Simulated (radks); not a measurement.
Task: Cs0.5+, 54.5 electrons, occupied as [Kr] 4d10 5s(up 1, down 0.5) 5p6 6s1 (fractional occupations, a model configuration). Calculated with a radial shooting solver on a logarithmic mesh with Libxc functionals: scalar-relativistic Kohn-Sham, r2SCAN, spin-polarised, spherical densities, finite nucleus; open shells are filled with parallel spins first (spin-orbit coupling, left out, can overturn this in heavy ions); meta-GGA in the generalised Kohn-Sham scheme; Fermi nuclear charge, rms radius 4.8041 fm. Some entries of the table are withheld. Estimate them.

orbital,occ.,eigenvalue (eV),<1/r> (bohr^-1),<r^2> (bohr^2)
1s up,1,-35864.89,59.39,0.0009255
1s down,1,-35864.85,59.39,0.0009255
2s up,1,-5648.649,13.66,0.01483
2s down,1,-5648.630,13.66,0.01483
2p up,3,-5064.557,13.00,0.01178
2p down,3,-5064.530,13.00,0.01178
3s up,1,-1185.926,4.933,0.1018
3s down,1,-1185.884,4.933,0.1018
3p up,3,-996.7930,4.676,0.1020
3p down,3,-996.7467,4.676,0.1020
3d up,5,-719.5432,4.423,0.08838
3d down,5,-719.4970,4.423,0.08838
4s up,1,-231.1080,2.011,0.5453
4s down,1,-230.9910,2.011,0.5451
4p up,3,(1),1.851,0.6221
4p down,3,(2),1.851,0.6214
4d up,5,-81.4729,1.582,0.8150
4d down,5,-81.2972,1.584,0.8116
5s up,1,-32.8313,0.7580,(3)
5s down,0.5,-32.0942,0.7526,(4)
5p up,3,-18.8349,0.6378,4.711
5p down,3,-18.2819,0.6329,4.730
6s up,1,-4.8729,0.2522,27.04

Result: 
(1) 4p up eigenvalue (eV): -170.2939
(2) 4p down eigenvalue (eV): -170.1768
(3) 5s up <r^2> (bohr^2): 3.360
(4) 5s down <r^2> (bohr^2): 3.411
